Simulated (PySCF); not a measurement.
Na2, charge +1, doublet, at a GFN2-xTB geometry (such geometries of metal compounds can be far from the true shape) (a state made from the parent by changing its charge; the spin is typed, not shown lowest); PySCF with REVPBE/aug-cc-pVDZ.

Here is a job for PySCF.
```python
from pyscf import gto, scf, dft

mol = gto.M(
    atom='''
Na   -0.00000000   -0.00000000   -1.65064203
Na    0.00000000    0.00000000    1.65064203
''',
    basis='aug-cc-pvdz',
    charge=1,
    spin=1,
    verbose=4,
)

mf = dft.UKS(mol)
mf.xc = 'revpbe'
mf.kernel()
```

What does PySCF print? Leave out banner, timings and long lists.


```
PySCF version 2.14.0

[INPUT] verbose = 4
[INPUT] num. atoms = 2
[INPUT] num. electrons = 21
[INPUT] charge = 1
[INPUT] spin (= nelec alpha-beta = 2S) = 1
[INPUT] symmetry False subgroup None
[INPUT] Mole.unit = angstrom
[INPUT] Symbol           X                Y                Z      unit          X                Y                Z       unit  Magmom
[INPUT]  1 Na     0.000000000000   0.000000000000  -1.650642030000 AA    0.000000000000   0.000000000000  -3.119261366396 Bohr   0.0
[INPUT]  2 Na     0.000000000000   0.000000000000   1.650642030000 AA    0.000000000000   0.000000000000   3.119261366396 Bohr   0.0

nuclear repulsion = 19.39561738935
number of shells = 16
number of NR pGTOs = 100
number of NR cGTOs = 54
basis = aug-cc-pvdz
ecp = {}

******** <class 'pyscf.dft.uks.UKS'> ********
method = UKS
initial guess = minao
damping factor = 0
level_shift factor = 0
DIIS = <class 'pyscf.scf.diis.CDIIS'>
diis_start_cycle = 1
diis_space = 8
diis_damp = 0
SCF conv_tol = 1e-09
SCF conv_tol_grad = None
SCF max_cycles = 50
direct_scf = True
direct_scf_tol = 1e-13
number electrons alpha = 11  beta = 10
XC library pyscf.dft.libxc version 7.1.2
    S. Lehtola, C. Steigemann, M. J. T. Oliveira, and M. A. L. Marques,  SoftwareX 7, 1–5 (2018)
XC functionals = revpbe
    Y. Zhang and W. Yang,  Phys. Rev. Lett. 80, 890 (1998)
    J. P. Perdew, K. Burke, and M. Ernzerhof,  Phys. Rev. Lett. 77, 3865 (1996)
    J. P. Perdew, K. Burke, and M. Ernzerhof,  Phys. Rev. Lett. 78, 1396 (1997)
radial grids:
    Treutler-Ahlrichs [JCP 102, 346 (1995); DOI:10.1063/1.469408] (M4) radial grids

becke partition: Becke, JCP 88, 2547 (1988); DOI:10.1063/1.454033
pruning grids: <function nwchem_prune>
grids dens level: 3
symmetrized grids: False
atomic radii adjust function: <function treutler_atomic_radii_adjust>
small_rho_cutoff = 0
Set gradient conv threshold to 3.16228e-05
tot grids = 36200
init E= -324.479667427122

cycle= 1 E= -324.308011680926  delta_E= 0.172  |g|= 0.0427  |ddm|= 0.646
cycle= 2 E= -324.315007252375  delta_E= -0.007  |g|= 0.00838  |ddm|= 0.308
cycle= 3 E= -324.315082572959  delta_E= -7.53e-05  |g|= 0.000689  |ddm|= 0.0434
cycle= 4 E= -324.31508356202  delta_E= -9.89e-07  |g|= 5.44e-05  |ddm|= 0.0032
cycle= 5 E= -324.315083567441  delta_E= -5.42e-09  |g|= 5.14e-06  |ddm|= 0.000277
cycle= 6 E= -324.315083567509  delta_E= -6.8e-11  |g|= 2.52e-07  |ddm|= 2.46e-05
Extra cycle  E= -324.315083567509  delta_E= -5.68e-14  |g|= 3.51e-08  |ddm|= 1.94e-06
converged SCF energy = -324.315083567509  <S^2> = 0.7500065  2S+1 = 2.0000065
```
